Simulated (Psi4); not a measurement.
Pair of molecules, SMILES N with SMILES Br (the first has 4 atoms); geometry from B3LYP-D3(BJ)/def2-TZVP.
(charge 0, multiplicity 1):
```xyz
6

N      0.2635    -0.0225     0.4461
H      1.1958     0.0311     0.0518
H     -0.1763    -0.8770     0.1234
H     -0.2766     0.7669     0.1102
Br     0.4058     0.0116     3.6068
H      0.3377    -0.0047     2.0949
```

Method: SAPT0/aug-cc-pVDZ run with Psi4.

Problem. Give the four SAPT terms and the total, and say what mostly holds the pair together.

Solution. electrostatics -1103.0, exchange 1662.8, induction -807.2, dispersion -291.9, total -539.3 meV; the largest attraction is electrostatics.
